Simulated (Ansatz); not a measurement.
Z-matrix (Å, degrees):
```
Si
F 1 1.580
Cl 1 2.028 2 106.5
O 1 1.613 2 111.0 3 121.5
Br 1 2.176 2 108.3 3 -120.3
H 4 0.959 1 118.7 2 -77.8
```

Total charge 0; spin multiplicity 1.

Problem. List the PBE/def2-TZVPP orbital energies in eV (Ansatz). (An estimate is asked.)

Solution. Computed: Occupied: -13089.37, -2739.49, -1782.66, -1682.51, -1516.88, -1516.81, -1516.81, -660.46, -511.28, -250.09, -229.30, -190.77, -190.61, -190.61, -171.47, -171.26, -171.26, -140.08, -96.85, -96.84, -96.80, -68.14, -68.08, -68.08, -67.92, -67.92, -30.27, -26.13, -21.19, -19.89, -14.82, -13.08, -11.67, -11.41, -10.80, -9.92, -9.38, -9.12, -8.67, -8.26, -7.74, -7.66. Lowest empty: -1.09, -0.23, 0.42, 0.92, 1.47, 2.46, 3.20, 3.74.
